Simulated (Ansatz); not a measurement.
Start from `[NH2][Ga]([NH2])[Br]` and change one atom or group to get `[NH2][GaH][NH2]`.

Ansatz, PBE0-D4/def2-TZVP geometries, multiplicity 1. Each molecule was computed in one conformer, which needn't be the lowest.

Scalar relativity is left out up to krypton. Spin–orbit coupling is left out; it splits and shifts lone-pair levels of the heavy atoms by tenths of an eV.

| property | `[NH2][Ga]([NH2])[Br]` |
| --- | --- |
| HOMO–LUMO gap (B3LYP/def2-TZVPP) / eV | 6.37 |
| HOMO energy (PBE0/def2-TZVPP) / eV | -7.35 |
| LUMO energy (PBE0/def2-TZVPP) / eV | -0.38 |
| HOMO–LUMO gap (ωB97M-V/def2-TZVPP) / eV | 11.03 |
| LUMO energy (ωB97M-V/def2-TZVPP) / eV | 1.29 |
| size of the dipole moment (ωB97M-V/def2-TZVPP) / D | 2.62 |

**Question.** What does the change do to each property? (An estimate is asked.)

**Answer.** Ansatz gave: 
| property | `[NH2][GaH][NH2]` | shift |
| --- | --- | --- |
| HOMO–LUMO gap (B3LYP/def2-TZVPP) / eV | 6.50 | 0.13 |
| HOMO energy (PBE0/def2-TZVPP) / eV | -6.71 | 0.64 |
| LUMO energy (PBE0/def2-TZVPP) / eV | 0.30 | 0.68 |
| HOMO–LUMO gap (ωB97M-V/def2-TZVPP) / eV | 11.03 | 0.00 |
| LUMO energy (ωB97M-V/def2-TZVPP) / eV | 1.95 | 0.66 |
| size of the dipole moment (ωB97M-V/def2-TZVPP) / D | 0.77 | -1.85 |

Dipoles are sizes alone; their direction can turn.

B3LYP here is the variant with VWN-RPA as its local correlation; programs differ in this.
